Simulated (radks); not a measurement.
Spherical jellium clusters: N electrons in a uniform positive sphere of charge N and radius rs N^(1/3), rs = 2.45 bohr. Method: non-relativistic Kohn-Sham, LDA (Slater exchange, Perdew-Wang correlation), spin-polarised, spherical densities; computed with a radial shooting solver with Libxc functionals. Levels are named by radial order and angular momentum (1s, 1p, 1d, 2s, ...), and open shells are averaged over m.

N = 15, configuration 1s2 1p6 1d(up 5, down 2). This is the lowest configuration that the search found. Occupied and some empty levels:

| level | occupation | eigenvalue (eV) | <r> (bohr) |
|---|---|---|---|
| 1s up | 1 | -9.3744 | 3.716 |
| 1s down | 1 | -9.0214 | 3.637 |
| 1p up | 3 | -6.8309 | 4.649 |
| 1p down | 3 | -6.3744 | 4.637 |
| 1d up | 5 | -3.9642 | 5.465 |
| 1d down | 2 | -3.5004 | 5.523 |
| 2s up | 0 | -3.3892 | 5.265 |
| 2s down | 0 | -3.1284 | 5.370 |
| 1f up | 0 | -1.0296 | 6.598 |
| 2p up | 0 | -1.0080 | 7.900 |
| 2p down | 0 | -0.82977 | 8.270 |
| 1f down | 0 | -0.64888 | 6.867 |

Energy (eV): total -14.3707, kinetic 62.051, external -1166.1, Hartree 561.63, exchange-correlation -79.878, background 607.98.

Electron density:

| r (bohr) | n(r) (e/bohr^3) |
|---|---|
| 0.726 | 0.009887 |
| 1.50 | 0.01202 |
| 2.28 | 0.01494 |
| 3.06 | 0.01729 |
| 3.84 | 0.01744 |
| 4.62 | 0.01455 |
| 5.40 | 0.009660 |
| 6.18 | 0.005095 |
| 6.96 | 0.002285 |
| 7.74 | 0.0009417 |
| 8.52 | 0.0003709 |
| 9.29 | 0.0001424 |
| 10.1 | 0.00005427 |
